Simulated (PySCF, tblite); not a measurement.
Compound: C₄H₁₀OSi.
Structure used (GFN2-xTB), in Å, numbered top down from 1:
```xyz
16
C4H10OSi angstrom
C     -2.3022   -0.4090    0.2847
C     -0.9128    0.2060    0.4003
C     -0.1635    0.1508   -0.9310
C      1.2478    0.6695   -0.7914
O      1.6530    1.6006   -1.4511
Si     2.4326   -0.1742    0.4721
H     -2.2336   -1.4545   -0.0076
H     -2.8924    0.1174   -0.4621
H     -2.8245   -0.3517    1.2368
H     -0.9987    1.2469    0.7191
H     -0.3391   -0.3306    1.1603
H     -0.6947    0.7300   -1.6902
H     -0.0974   -0.8885   -1.2646
H      2.3036    0.5346    1.7450
H      3.7856   -0.0645   -0.0588
H      2.0286   -1.5736    0.6271
```

Level of theory: CAM-B3LYP/def2-SVPD in PySCF (dipole) on a GFN2-xTB geometry, gas phase.

Masses are those of the commonest isotopes; rigid-rotor values at the optimised geometry. The values belong to one conformer with, in the numbering `[CH3:1][CH2:2][CH2:3][C:4](=[O:5])[SiH3:6]`, C1–C2–C3–C4 -176°, C2–C3–C4–O5 -122°.

Give the principal moments of inertia and the rotational constants in cm⁻¹.

Ia = 114.33, Ib = 325.41, Ic = 409.51 u·Å²; 505379 MHz·u·Å²/I gives 4420, 1553 and 1234 MHz, that is A = 0.14745, B = 0.05180, C = 0.04117 cm⁻¹.

What kind of rotor is it?

An asymmetric top. Ray's parameter κ = (2B − A − C)/(A − C) = -0.800; −1 is the prolate and +1 the oblate limit.

Is it planar, by Δ = Ic − Ia − Ib?

Not planar: Δ = Ic − Ia − Ib = -30.23 u·Å². For a rigid frame Δ = −2 Σ m c², so Σ m c² = 15.12 u·Å² lies off the ab plane: 9.22 from hydrogen and 5.90 from heavier atoms. The atom farthest from that plane is 1.51 Å away.

Which types of transition are allowed, and where do some lines up to J = 3 fall?

The dipole components are |μa| = 1.84 D, |μb| = 2.21 D, |μc| = 0.59 D. Intensities carry the squares of the components, which stand as 0.69 : 1.00 : 0.07 (a : b : c). Some lines, for components of 0.1 D or more:

```json
{"type": "a", "branch": "Q", "J(Ka,Kc)": "3(1,2) ← 3(1,3)", "MHz": "1912", "lower level (cm⁻¹)": "0.626"}
{"type": "c", "branch": "Q", "J(Ka,Kc)": "3(1,3) ← 3(0,3)", "MHz": "2180", "lower level (cm⁻¹)": "0.554"}
{"type": "b", "branch": "R", "J(Ka,Kc)": "2(0,2) ← 1(1,1)", "MHz": "2682", "lower level (cm⁻¹)": "0.189"}
{"type": "b", "branch": "Q", "J(Ka,Kc)": "2(1,1) ← 2(0,2)", "MHz": "3530", "lower level (cm⁻¹)": "0.278"}
{"type": "b", "branch": "Q", "J(Ka,Kc)": "3(1,2) ← 3(0,3)", "MHz": "4092", "lower level (cm⁻¹)": "0.554"}
{"type": "a", "branch": "R", "J(Ka,Kc)": "2(0,2) ← 1(0,1)", "MHz": "5549", "lower level (cm⁻¹)": "0.093"}
{"type": "b", "branch": "R", "J(Ka,Kc)": "1(1,1) ← 0(0,0)", "MHz": "5655", "lower level (cm⁻¹)": "0.000"}
{"type": "a", "branch": "R", "J(Ka,Kc)": "2(1,1) ← 1(1,0)", "MHz": "5893", "lower level (cm⁻¹)": "0.199"}
{"type": "a", "branch": "R", "J(Ka,Kc)": "3(0,3) ← 2(0,2)", "MHz": "8262", "lower level (cm⁻¹)": "0.278"}
{"type": "b", "branch": "Q", "J(Ka,Kc)": "3(2,1) ← 3(1,2)", "MHz": "8265", "lower level (cm⁻¹)": "0.690"}
{"type": "c", "branch": "Q", "J(Ka,Kc)": "2(2,1) ← 2(1,1)", "MHz": "8602", "lower level (cm⁻¹)": "0.396"}
{"type": "b", "branch": "Q", "J(Ka,Kc)": "2(2,0) ← 2(1,1)", "MHz": "8627", "lower level (cm⁻¹)": "0.396"}
{"type": "a", "branch": "R", "J(Ka,Kc)": "3(1,2) ← 2(1,1)", "MHz": "8824", "lower level (cm⁻¹)": "0.396"}
{"type": "b", "branch": "Q", "J(Ka,Kc)": "3(2,2) ← 3(1,3)", "MHz": "10052", "lower level (cm⁻¹)": "0.626"}
{"type": "b", "branch": "R", "J(Ka,Kc)": "2(2,1) ← 1(1,0)", "MHz": "14495", "lower level (cm⁻¹)": "0.199"}
{"type": "c", "branch": "R", "J(Ka,Kc)": "2(2,0) ← 1(1,0)", "MHz": "14520", "lower level (cm⁻¹)": "0.199"}
{"type": "c", "branch": "R", "J(Ka,Kc)": "2(2,1) ← 1(1,1)", "MHz": "14814", "lower level (cm⁻¹)": "0.189"}
{"type": "b", "branch": "R", "J(Ka,Kc)": "2(2,0) ← 1(1,1)", "MHz": "14839", "lower level (cm⁻¹)": "0.189"}
{"type": "b", "branch": "Q", "J(Ka,Kc)": "3(3,0) ← 3(2,1)", "MHz": "15026", "lower level (cm⁻¹)": "0.966"}
{"type": "c", "branch": "R", "J(Ka,Kc)": "3(2,1) ← 2(1,1)", "MHz": "17088", "lower level (cm⁻¹)": "0.396"}
{"type": "c", "branch": "R", "J(Ka,Kc)": "3(2,2) ← 2(1,2)", "MHz": "17920", "lower level (cm⁻¹)": "0.364"}
{"type": "b", "branch": "R", "J(Ka,Kc)": "3(2,1) ← 2(1,2)", "MHz": "18045", "lower level (cm⁻¹)": "0.364"}
{"type": "b", "branch": "R", "J(Ka,Kc)": "3(3,1) ← 2(2,0)", "MHz": "23486", "lower level (cm⁻¹)": "0.684"}
{"type": "c", "branch": "R", "J(Ka,Kc)": "3(3,1) ← 2(2,1)", "MHz": "23511", "lower level (cm⁻¹)": "0.683"}
{"type": "b", "branch": "R", "J(Ka,Kc)": "3(3,0) ← 2(2,1)", "MHz": "23512", "lower level (cm⁻¹)": "0.683"}
```

Estimate the classical rotational partition function at 10 K, 25 K and 298.15 K.

Point group C1, symmetry number σ = 1; q = (√π/σ)·√((kT/h)³/(ABC)), k/h = 20836.6 MHz/K: 1830 at 10 K, 7240 at 25 K, 298000 at 298.15 K.

Its GFN2-xTB frequencies are all real (lowest 47 cm⁻¹). No vibrational averaging or centrifugal distortion is included, and the geometry carries the error of its method. A rigid rotor knows nothing of internal rotation, which can split or shift real lines.
